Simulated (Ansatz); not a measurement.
Reaction (ligand exchange at the Si–F bond): `[NH2][AlH][SiH](F)[SiH3]` + HCl → `[NH2][AlH][SiH]([SiH3])Cl` + H–F

Isolated molecules relaxed with PBE0-D4/def2-TZVP in Ansatz; ΔE leaves out vibrations. CCSD(T)/CBS adds triple-zeta CCSD(T) − MP2 to the extrapolated MP2 energy (def2 sets, frozen cores). This one scheme is used for every species. DFT in def2-TZVPP. B3LYP here is the variant with VWN-RPA as its local correlation; programs differ in this. Each species was taken in one conformer, which may not be the lowest.

```tsv
level	ΔE (kJ/mol)	difference from CCSD(T)/CBS
r2SCAN-D4	21.9	4.9
PBE0-D4	12.8	-4.2
B2PLYP	26.7	9.7
PBE	20.0	3.0
r2SCAN	23.3	6.3
PBE0	17.6	0.6
B3LYP	32.0	15.0
HF/def2-TZVPP	34.0	17.0
MP2/def2-TZVPP	14.1	-2.9
SCS-MP2/def2-TZVPP	21.6	4.6
CCSD/def2-TZVPP	24.0	7.0
HF/def2-QZVPP	36.0	19.0
MP2/def2-QZVPP	12.4	-4.6
HF/CBS(def2)	36.2	19.2
MP2/CBS(def2)	10.0	-7.0
CCSD/CBS(def2)	19.9	2.9
CCSD(T)/CBS	17.0	0
```

Largest T1 diagnostic among the species: 0.013.

In def2-TZVPP, CCSD(T) changes the Hartree–Fock value by −12.9 kJ/mol (the triples alone add −2.9 kJ/mol) and MP2 by −20.0 kJ/mol. The D4 term adds −8.6 kJ/mol with B3LYP and −4.8 kJ/mol with PBE0; it sums over pairs of atoms, weighted by their polarisabilities, and B3LYP, whose exchange is more repulsive, gets the larger term.
